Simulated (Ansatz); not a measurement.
Born–Oppenheimer molecular dynamics of H₄O₂Sn (7 atoms, charge 0, multiplicity 1). It goes on from the last frame of an earlier run, with new velocities.

All numbers below come from RKS PBE/def2-SVP in Ansatz 0.2.0.

| Item | Value |
| --- | --- |
| ensemble | NVT, Nosé–Hoover chain |
| time step | 0.5 fs |
| steps asked | 166 |
| set temperature | 300 K |
| thermostat | time constant 100 fs, chain length 3 (defaults) |
| seed | 305765 |

First frame:

```xyz
7
Properties=species:S:1:pos:R:3
Sn -0.083 -0.134 0.358
H 0.450 1.116 1.586
O 1.705 -0.749 -0.666
H 1.549 -0.287 -1.489
O -1.344 0.564 -1.110
H -1.142 1.465 -1.542
H -1.016 -1.530 0.768
```

(1) How far do the bonds stretch over the last three quarters of this one trajectory? (Pairs bonded in most of those frames.)

## Answers

(1) 
| bond | mean (Å) | spread (Å) | shortest | longest |
| --- | --- | --- | --- | --- |
| Sn1–H2 | 1.754 | 0.069 | 1.64 | 1.85 |
| Sn1–O3 | 2.015 | 0.086 | 1.90 | 2.14 |
| Sn1–O5 | 2.015 | 0.037 | 1.97 | 2.07 |
| Sn1–H7 | 1.725 | 0.022 | 1.69 | 1.76 |
| O3–H4 | 0.979 | 0.018 | 0.95 | 1.01 |
| O5–H6 | 0.981 | 0.035 | 0.93 | 1.03 |

Mean temperature of the second half: 375 K. The conserved energy stayed within 0.29 meV per atom of its start (net change -0.24 meV per atom), so the integration is sound. The mean temperature of the second half is 25 % above the set value. A run of 0.083 ps of so small a system gives no equilibrium averages.

Run time: 4.9 min on 1 thread of Arm Neoverse V1, on a shared host, peak memory 0.15 GiB.
